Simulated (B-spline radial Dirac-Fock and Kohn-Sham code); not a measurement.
Eu¹⁷⁺: eigenvalues, ΔSCF and the reference

System: Eu¹⁷⁺, 1s2 2s2 2p6 3s2 3p6 3d10 4s2 4p6 4d10.

The density-functional columns are spherical, spin-unpolarised Dirac-Kohn-Sham results without Breit or QED terms: −ε is minus the orbital energy of the initial state and ΔSCF the difference of two total energies. The reference in the last column comes from Dirac-Fock (average of configuration) total-energy differences with a finite nucleus, the Breit interaction including its frequency dependence, and self-energy and vacuum-polarisation corrections. All numbers are from a radial finite-basis atomic code, in eV; a selection of levels is shown. The Kohn-Sham columns are given as differences from the reference. For the 1s level of heavy atoms much of the gap between ΔSCF and the reference is the Breit and QED part, -204.8 eV here; for other levels the error of the functional can be larger.

| level | LDA −ε − DF | LDA ΔSCF − DF | Dirac-Fock |
| --- | --- | --- | --- |
| K | -268.7 | +192.2 | 48931.9 |
| L1 | -153.6 | -59.8 | 8474.3 |
| L2 | -116.2 | -0.7 | 8033.6 |
| L3 | -123.2 | -17.8 | 7393.5 |
| M1 | -81.7 | -44.5 | 2225.4 |
| M2 | -67.0 | -28.3 | 2036.1 |
| M3 | -65.9 | -29.0 | 1903.0 |
| M4 | -46.1 | -4.7 | 1579.7 |
| M5 | -46.7 | -6.0 | 1551.6 |
| N1 | -39.5 | -20.0 | 762.6 |
| N2 | -31.8 | -12.5 | 686.1 |
| N3 | -31.8 | -13.1 | 653.8 |
| N4 | -17.3 | +1.0 | 524.6 |
| N5 | -17.4 | +0.7 | 518.4 |

For the outermost level NIST gives 518 ± 3 eV (theoretical); the differences from it are LDA −ε -16.97, LDA ΔSCF +1.13, Dirac-Fock +0.43 eV.

Values without a named source are computed, but for edge energies of neutral atoms, which are taken from tables.
